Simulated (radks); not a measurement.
Er XXXVII, 32 electrons, occupied as [Ar] 3d10 4s2 4p2. All-electron calculation, Dirac Kohn-Sham, relativistic LDA (MacDonald-Vosko exchange, VWN5 correlation), spin-unpolarised, spherical densities, finite nucleus; open shells fill j = l - 1/2 first; Fermi nuclear charge, rms radius 5.2516 fm. Program: a radial shooting solver on a logarithmic mesh with Libxc functionals.

Normalised radial functions P(r) = r R(r) (large component), r in bohr:

| r | 3s1/2 | 3p3/2 | 3d3/2 |
|---|---|---|---|
| 0.00134 | 0.3180 | 0.0075 | 0.0001 |
| 0.001717 | 0.3832 | 0.0120 | 0.0002 |
| 0.002183 | 0.4553 | 0.0188 | 0.0003 |
| 0.002775 | 0.5352 | 0.0293 | 0.0006 |
| 0.003528 | 0.6206 | 0.0455 | 0.0011 |
| 0.004485 | 0.7067 | 0.0701 | 0.0020 |
| 0.005701 | 0.7851 | 0.1070 | 0.0037 |
| 0.007306 | 0.8446 | 0.1638 | 0.0069 |
| 0.009287 | 0.8625 | 0.2435 | 0.0127 |
| 0.01181 | 0.8172 | 0.3552 | 0.0234 |
| 0.01501 | 0.6815 | 0.5056 | 0.0426 |
| 0.01908 | 0.4308 | 0.6970 | 0.0768 |
| 0.02426 | 0.0554 | 0.9213 | 0.1360 |
| 0.03083 | -0.4216 | 1.1508 | 0.2352 |
| 0.03951 | -0.9387 | 1.3330 | 0.4005 |
| 0.05023 | -1.3141 | 1.3637 | 0.6431 |
| 0.06386 | -1.3731 | 1.1415 | 0.9800 |
| 0.08118 | -0.9506 | 0.5847 | 1.3989 |
| 0.1032 | -0.0318 | -0.2875 | 1.8414 |
| 0.1312 | 1.1408 | -1.2875 | 2.1936 |
| 0.1681 | 2.1236 | -2.0955 | 2.3113 |
| 0.2137 | 2.4060 | -2.3255 | 2.0881 |
| 0.2717 | 1.9589 | -1.9381 | 1.5695 |
| 0.3454 | 1.1515 | -1.2036 | 0.9388 |
| 0.4391 | 0.4692 | -0.5335 | 0.4215 |
| 0.5582 | 0.1233 | -0.1572 | 0.1314 |
| 0.7153 | 0.0175 | -0.0261 | 0.0242 |
| 0.9093 | 0.0013 | -0.0024 | 0.0026 |
| 1.156 | 0.0000 | -0.0001 | 0.0001 |
| 1.469 | 0.0000 | 0.0000 | 0.0000 |

3s1/2: eigenvalue -3591.5 eV, 2 radial nodes at r = 0.0250, 0.104 bohr, <r> = 0.222 bohr, 90 % of the charge inside 0.326 bohr. 3p3/2: eigenvalue -3202.4 eV, 1 radial node at r = 0.0960 bohr, <r> = 0.224 bohr, 90 % of the charge inside 0.335 bohr. 3d3/2: eigenvalue -2878.2 eV, 0 radial nodes, <r> = 0.197 bohr, 90 % of the charge inside 0.305 bohr.
